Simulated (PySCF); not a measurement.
A structure optimised at PBE-D3(BJ)/def2-SVP, used in a PySCF frequency run:

```xyz
11

O      1.1681     0.9988     0.9727
C      1.8715     0.9182    -0.0173
O      1.6470     0.0893    -1.0440
Si     0.2580    -0.9784    -0.8979
Si    -1.5823     0.1139     0.0841
F     -1.5878    -0.1310     1.7056
H      2.7892     1.5352    -0.1881
H      0.0307    -1.3846    -2.3236
H      0.6876    -2.1712    -0.0912
H     -2.8546    -0.4937    -0.4491
H     -1.5717     1.5816    -0.2314
```
Charge 0, spin multiplicity 1.

Q: Write its SMILES and formula.

A: O=CO[SiH2][SiH2]F, CH5FO2Si2

Q: What are its rotational constants (standard atomic weights)?

A: 3.3783, 1.6625, 1.2544 GHz
